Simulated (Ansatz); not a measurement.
Species: perfluorocubane C8F8 `FC12C3(F)C4(F)C1(F)C1(F)C2(F)C3(F)C41F` with one electron removed (charge 1, multiplicity 2), formula C$_{8}$F$_{8}$.

Question: How many basis functions does frozen-core CCSD(T)/def2-SVP // PBE-D3(BJ)/def2-SVP in Ansatz (a first-principles code) use, how many core orbitals are frozen, and how many electrons are correlated?

Answer: 224 basis functions and 16 frozen orbitals, which leaves 87 correlated electrons. Core time is of the order of hours.
